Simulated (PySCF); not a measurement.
A PySCF script (with the pyscf-properties extension) for the NMR shieldings of SMILES FC(F)(F)CCCN[SiH3], C4H10F3NSi, on a GFN2-xTB geometry:

```python
import basis_set_exchange as bse
import numpy as np
from pyscf import gto, dft
from pyscf.prop import nmr

atoms = """
F    -2.523094   -0.227185   -1.828583
C    -2.633491    0.321118   -0.607994
F    -3.550495   -0.407849    0.049708
F    -3.176884    1.536487   -0.788283
C    -1.311612    0.389790    0.121834
C    -0.705013   -0.999739    0.313098
C     0.724856   -0.887607    0.851513
N     1.570180   -0.173344   -0.070644
Si    2.821692    0.910439    0.390598
H    -1.487040    0.873605    1.083896
H    -0.629608    1.008099   -0.465329
H    -0.684241   -1.518188   -0.648330
H    -1.313574   -1.584731    1.004232
H     0.718369   -0.338690    1.794905
H     1.106064   -1.898212    1.054301
H     1.658354   -0.661258   -0.949349
H     3.978427    0.287748    1.051786
H     3.229738    1.529957   -0.866472
H     2.197567    1.848810    1.325679
"""
names = dict.fromkeys(["F", "C", "N", "Si", "H"], "pcSseg-1")
basis = {el: gto.basis.parse(bse.get_basis(n, elements=[el], fmt="nwchem")) for el, n in names.items()}
mol = gto.M(atom=atoms, basis=basis, charge=0, verbose=0)
mf = dft.RKS(mol, xc="PBE0")
mf.grids.level = 2
mf.grids.alignment = dft.numint.BLKSIZE   # the property module wants whole blocks of grid points
mf.conv_tol = 1e-9
mf.kernel()

calc = nmr.RKS(mf)   # GIAO
C = mf.mo_coeff
Co = C[:, mf.mo_occ > 0]
resp = mf.gen_response(singlet=True, hermi=2)
def vind(x):   # induced exchange potential for any number of trial vectors
    d = np.einsum("pi,xij,qj->xpq", C, 2 * x.reshape(-1, C.shape[1], Co.shape[1]), Co, optimize=True)
    return np.einsum("xpq,pi,qj->xij", resp(d - d.transpose(0, 2, 1)), C, Co, optimize=True).ravel()
mo1, _ = nmr.rhf.solve_mo1(calc, with_cphf=vind)
sigma = calc.kernel(mo1)
for i, s in enumerate(sigma):   # ppm
    w = np.linalg.eigvalsh((s + s.T) / 2)
    print("%2d %-2s iso %8.1f  s11 %8.1f  s22 %8.1f  s33 %8.1f" % (i, mol.atom_pure_symbol(i), w.mean(), *w))
```

Task: What are the results?

Result: 
```
 0 F  iso    262.5  s11    172.3  s22    268.8  s33    346.4
 1 C  iso     49.9  s11     43.8  s22     47.3  s33     58.8
 2 F  iso    257.7  s11    165.9  s22    264.0  s33    343.2
 3 F  iso    250.4  s11    158.6  s22    249.5  s33    343.2
 4 C  iso    152.0  s11    131.0  s22    149.9  s33    175.1
 5 C  iso    155.8  s11    146.2  s22    150.4  s33    170.8
 6 C  iso    140.1  s11    119.7  s22    139.3  s33    161.3
 7 N  iso    246.0  s11    207.1  s22    233.5  s33    297.3
 8 Si iso    403.6  s11    355.2  s22    380.1  s33    475.6
 9 H  iso     29.9  s11     25.4  s22     30.0  s33     34.4
10 H  iso     28.7  s11     23.3  s22     29.5  s33     33.4
11 H  iso     30.3  s11     25.5  s22     30.9  s33     34.3
12 H  iso     29.9  s11     24.6  s22     29.6  s33     35.5
13 H  iso     29.4  s11     24.6  s22     29.8  s33     33.9
14 H  iso     28.2  s11     22.0  s22     27.8  s33     34.8
15 H  iso     32.4  s11     23.4  s22     31.4  s33     42.5
16 H  iso     26.9  s11     23.0  s22     24.7  s33     33.1
17 H  iso     27.0  s11     23.4  s22     25.4  s33     32.3
18 H  iso     27.2  s11     23.1  s22     26.9  s33     31.7
```

These numbers come from an equivalent density-fitted implementation of the same equations, which agrees with the script to about 0.01 ppm for H and up to a few tenths of a ppm for heavy atoms, so last digits may differ.

Task: Turn these shieldings into chemical shifts. Chemical shifts δ = σref − σ; $^{19}$F (σref 170.95) vs CFCl3; $^{13}$C (σref 186.93), $^{29}$Si (σref 349.16), $^{1}$H (σref 31.72) against TMS; $^{15}$N (σref 267.73) against NH3, all at this level.

Result: Averaging equivalent atoms: F 0/2/3: -85.9; C 1: 137.0; C 6: 46.8; C 4: 35.0; C 5: 31.1; N 7: 21.8; Si 8: -54.5; H 16/17/18: 4.65; H 13/14: 2.90; H 9/10: 2.39; H 11/12: 1.62; H 15: -0.72 ppm. Unscaled 19F shifts against computed CFCl3 carry errors that often reach 10 to 50 ppm. Experimental scales use liquid or dissolved standards, which lie at an offset from isolated NH3 (liquid NH3: subtract about 20 ppm).

Size and cost of the density-fitted run: 210 basis functions, 69 s wall time on 1 thread of an Arm Neoverse N1, shared host; peak memory 0.94 GiB.
